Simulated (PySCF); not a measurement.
H$_{3}$GaOS$_{2}$ (SMILES [OH][Ga]([SH])[SH]), singlet, geometry from GFN2-xTB (such geometries of metal compounds can be far from the true shape), with bond 3-2 at 1.8 times its length; PySCF with CASSCF(6,5)/6-31G.

Input for PySCF:
```python
from pyscf import gto, scf, mcscf
import numpy

mol = gto.Mole()
mol.atom = '''
    Ga    0.210338   -0.126464    0.001862
    O     1.680121   -1.025212    0.050975
    H     2.810209   -1.808120    1.076684
    S    -0.891834    0.331867    1.909305
    H     0.002882   -0.328159    2.634192
    S    -0.406374    0.470261   -2.043042
    H    -1.500965    1.076350   -1.580734
'''
mol.basis = '6-31g'
mol.charge = 0
mol.spin = 0
mol.verbose = 4
mol.build()

mf = scf.RHF(mol)
mf.kernel()
mc = mcscf.CASSCF(mf, 5, 6)
mc.fix_spin_(ss=0.0)
mc = mc.newton()
mc.kernel()
occ = numpy.linalg.eigvalsh(mc.fcisolver.make_rdm1(mc.ci, mc.ncas, mc.nelecas))[::-1]
ss = mc.fcisolver.spin_square(mc.ci, mc.ncas, mc.nelecas)[0]
print('natural occupations', occ.round(4), ' <S^2>', round(ss, 4))
```

**Question.** Write the output that PySCF gives for this input, abridged.

**Answer.** 
```
PySCF version 2.14.0

[INPUT] verbose = 4
[INPUT] num. atoms = 7
[INPUT] num. electrons = 74
[INPUT] charge = 0
[INPUT] spin (= nelec alpha-beta = 2S) = 0
[INPUT] symmetry False subgroup None
[INPUT] Mole.unit = angstrom
[INPUT] Symbol           X                Y                Z      unit          X                Y                Z       unit  Magmom
[...]
nuclear repulsion = 428.327259374842
number of shells = 36
number of NR pGTOs = 216
number of NR cGTOs = 68
basis = 6-31g
ecp = {}

******** <class 'pyscf.scf.hf.RHF'> ********
method = RHF
initial guess = minao
damping factor = 0
level_shift factor = 0
DIIS = <class 'pyscf.scf.diis.CDIIS'>
diis_start_cycle = 1
diis_space = 8
diis_damp = 0
SCF conv_tol = 1e-09
SCF conv_tol_grad = None
SCF max_cycles = 50
direct_scf = True
direct_scf_tol = 1e-13
Set gradient conv threshold to 3.16228e-05
Initial guess from minao.
init E= -2793.81346607436
[...]
cycle= 1 E= -2794.22565709639  delta_E= -0.412  |g|= 0.731  |ddm|= 2.67
[...]
cycle= 2 E= -2794.26144951539  delta_E= -0.0358  |g|= 0.773  |ddm|= 1.27
[...]
cycle= 3 E= -2794.3848159182  delta_E= -0.123  |g|= 0.0573  |ddm|= 0.599
[...]
cycle= 4 E= -2794.38728218712  delta_E= -0.00247  |g|= 0.0292  |ddm|= 0.133
[...]
cycle= 5 E= -2794.38777770579  delta_E= -0.000496  |g|= 0.01  |ddm|= 0.0595
[...]
cycle= 6 E= -2794.38785471026  delta_E= -7.7e-05  |g|= 0.00376  |ddm|= 0.0238
[...]
cycle= 7 E= -2794.38786497408  delta_E= -1.03e-05  |g|= 0.00169  |ddm|= 0.00778
[...]
cycle= 8 E= -2794.38786888436  delta_E= -3.91e-06  |g|= 0.000826  |ddm|= 0.00518
[...]
cycle= 9 E= -2794.38787059894  delta_E= -1.71e-06  |g|= 0.000322  |ddm|= 0.00403
[...]
cycle= 10 E= -2794.38787089668  delta_E= -2.98e-07  |g|= 6.34e-05  |ddm|= 0.00214
[...]
cycle= 11 E= -2794.38787090472  delta_E= -8.04e-09  |g|= 1.58e-05  |ddm|= 0.00035
[...]
cycle= 12 E= -2794.38787090504  delta_E= -3.15e-10  |g|= 5.82e-06  |ddm|= 6.52e-05
[...]
Extra cycle  E= -2794.38787090505  delta_E= -1.5e-11  |g|= 3.29e-06  |ddm|= 1.43e-05
converged SCF energy = -2794.38787090505

******** <class 'pyscf.mcscf.newton_casscf.CASSCF'> ********
CAS (3e+3e, 5o), ncore = 34, nvir = 29
max_cycle_macro = 50
max_cycle_micro = 10
conv_tol = 1e-07
conv_tol_grad = None
orbital rotation max_stepsize = 0.03
augmented hessian ah_max_cycle = 30
augmented hessian ah_conv_tol = 1e-12
augmented hessian ah_linear dependence = 1e-14
augmented hessian ah_level shift = 1e-08
augmented hessian ah_start_tol = 500
[...]
max iter space = 12
nroots = 1
pspace_size = 400
spin = None

WARN: SO-CASSCF (Second order CASSCF) is an experimental feature. Its performance is bad for large systems.

CASCI E = -2794.38892485149  dE = -2794.3889  S^2 = 0.0000000
Set conv_tol_grad to 0.000316228
macro 1 (21 JK  16 micro), CASSCF E = -2794.39242518533  dE = -0.0035  |grad|=0.035  S^2 = 0.0000000
macro 2 (18 JK  14 micro), CASSCF E = -2794.4190864349  dE = -0.02666  |grad|=0.0957  S^2 = 0.0000000
macro 3 (18 JK  14 micro), CASSCF E = -2794.4530077704  dE = -0.03392  |grad|=0.108  S^2 = 0.0000000
macro 4 (20 JK  15 micro), CASSCF E = -2794.45424890967  dE = -0.001241  |grad|=0.169  S^2 = 0.0000000
macro 5 (17 JK  12 micro), CASSCF E = -2794.45972816399  dE = -0.005479  |grad|=0.0815  S^2 = 0.0000000
macro 6 (17 JK  12 micro), CASSCF E = -2794.47520861501  dE = -0.01548  |grad|=0.0565  S^2 = 0.0000000
macro 7 (15 JK  10 micro), CASSCF E = -2794.47757442504  dE = -0.002366  |grad|=0.0205  S^2 = 0.0000000
macro 8 (11 JK  7 micro), CASSCF E = -2794.47773697974  dE = -0.0001626  |grad|=0.0117  S^2 = 0.0000000
macro 9 (11 JK  7 micro), CASSCF E = -2794.4780249236  dE = -0.0002879  |grad|=0.0109  S^2 = 0.0000000
macro 10 (11 JK  7 micro), CASSCF E = -2794.47844031094  dE = -0.0004154  |grad|=0.00928  S^2 = 0.0000000
macro 11 (11 JK  7 micro), CASSCF E = -2794.47890621975  dE = -0.0004659  |grad|=0.00723  S^2 = 0.0000000
macro 12 (11 JK  7 micro), CASSCF E = -2794.4793478607  dE = -0.0004416  |grad|=0.00421  S^2 = 0.0000000
macro 13 (10 JK  6 micro), CASSCF E = -2794.47961576509  dE = -0.0002679  |grad|=0.00161  S^2 = 0.0000000
macro 14 (6 JK  2 micro), CASSCF E = -2794.47963674154  dE = -2.098e-05  |grad|=0.00217  S^2 = 0.0000000
macro 15 (6 JK  2 micro), CASSCF E = -2794.47964807889  dE = -1.134e-05  |grad|=0.00113  S^2 = 0.0000000
macro 16 (5 JK  1 micro), CASSCF E = -2794.47964807924  dE = -3.556e-10  |grad|=0.0011  S^2 = 0.0000000
macro 17 (6 JK  2 micro), CASSCF E = -2794.47965121643  dE = -3.137e-06  |grad|=0.00039  S^2 = 0.0000000
macro 18 (11 JK  6 micro), CASSCF E = -2794.47965130643  dE = -9e-08  |grad|=3.46e-05  S^2 = 0.0000000
newton CASSCF converged in 18 macro (42 KF 183 Hx) steps
CASSCF canonicalization
Density matrix diagonal elements [1.79054686 1.9750514  1.99857055 0.19971354 0.03611766]
CASSCF energy = -2794.47965130643
CASCI E = -2794.47965130643  E(CI) = -12.7384779651161  S^2 = 0.0000000
natural occupations [1.9988 1.9762 1.7988 0.2024 0.0238]  <S^2> 0.0
```
